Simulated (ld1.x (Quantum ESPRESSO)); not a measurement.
## Os (Z = 76): PAW pseudisation with LDA (PZ), fully relativistic reference atom.

* Element: osmium (Os)
* Generator: ld1.x (Quantum ESPRESSO) 7.5
* Type: PAW
* Functional: LDA (PZ)
* Relativity: fully relativistic
* Frozen core: [Kr] 4d10 4f14 5s2
* Valence charge: 14
* Reference configuration: 5p6 5d6 6s2 6p0
* Partial waves: 6s (bound): rcut 2.05, rcutus 2.35 bohr; 6s channel at 3.15 Ry: rcut 2.05, rcutus 2.35 bohr; 5p (bound): rcut 1.80, rcutus 1.95 bohr; 6p (bound, empty): rcut 1.80, rcutus 1.95 bohr; 5d (bound): rcut 1.45, rcutus 1.55 bohr; 5d channel at 1.9 Ry: rcut 1.45, rcutus 1.55 bohr
* Local potential: all-electron potential smoothed inside 1.30 bohr (lloc = -1)
* Core correction: Bessel-smoothed model core, default radius (core density twice the valence density)
* Augmentation charge: PSQ, inside the norm-conserving radii

Open shells are filled in proportion to 2j + 1 (rel_dist='average').

All-electron outer shells of the reference configuration (LDA (PZ), scalar-relativistic, ld1.x):

```tsv
shell	level (eV)	outermost node (bohr)	outermost maximum (bohr)
5s	-91.84	0.51	0.91
4f	-52.30	–	0.40
5p	-51.05	0.55	1.03
5d	-6.46	0.60	1.36
6s	-6.39	1.20	2.48
6p	-1.40	1.43	3.51
```

**Question.** Does the generator finish with these settings?

**Answer.** Yes, a potential is produced and its reference levels are reproduced.

**Question.** Tests: 5p6 5d6 6s1 6p0; 5p6 5d6 6s0 6p0; 5p6 5d5 6s0 6p0; 5p6 5d6 6s1 6p1; 5p6 5d6 6s0 6p1; 5p6 5d6 6s1.5 6p0; 5p5 5d6 6s2 6p0. Which has the largest error in its energy relative to the reference configuration, and how large is it?

**Answer.** 5p5 5d6 6s2 6p0, with -3.2 meV (all-electron minus pseudo) on +57.93 eV.

The ghost test of this file was not conclusive.
